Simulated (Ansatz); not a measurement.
`[CH3][GeH2][SeH]` + `OCF` → `OC(F)[SeH]` + `[CH3][GeH3]`  (formal exchange of groups at the Se–Ge bond)

Gas-phase electronic energies from Ansatz, PBE0-D4/def2-TZVP geometries. CCSD(T)/CBS is the MP2 limit (def2-TZVPP, def2-QZVPP) plus CCSD(T) − MP2 in def2-TZVPP, frozen cores. DFT in def2-TZVPP. B3LYP here is the variant with VWN-RPA as its local correlation; programs differ in this. For Ge, Se outer-core shells are correlated without core-valence functions, which leaves a few kJ/mol of doubt a bond. Scalar relativity is left out up to krypton. One conformer a species, not always the lowest.

| level | ΔE (eV) |
| --- | --- |
| BLYP-D4 | 1.01 |
| r2SCAN-D4 | 1.04 |
| B3LYP-D4 | 1.08 |
| HF/def2-TZVPP | 1.26 |

Task: What does CCSD(T)/CBS give? (Best estimate.)

Result: The calculation gave: +1.11 eV. The listed levels differ from it by -0.10, -0.07, -0.03, 0.15 eV.

Task: What do rigid-rotor, harmonic-oscillator terms from PBE0-D4/def2-TZVP frequencies (298.15 K, 1 bar) make of the CCSD(T)/CBS value? (Best estimate.)

Result: Computed: ΔZPE = -0.09 eV, ΔH = +1.01 eV, ΔS = -17 J/(mol·K), ΔG = +1.06 eV.

Largest T1 diagnostic among the species: 0.011.

Leaving LDA and LC-ωPBE aside and taking each functional with its dispersion term where it has one, the values, not all of them listed here, spread over 0.19 eV, from revPBE-D4 to BHLYP-D4. LDA lies −0.10 eV from PBE without D4. From BLYP to BHLYP (50 % exact exchange), in def2-TZVPP and without D4, ΔE moves by +0.14 eV. In def2-TZVPP, CCSD(T) changes the Hartree–Fock value by −0.17 eV (the triples alone add −0.03 eV) and MP2 by −0.12 eV.
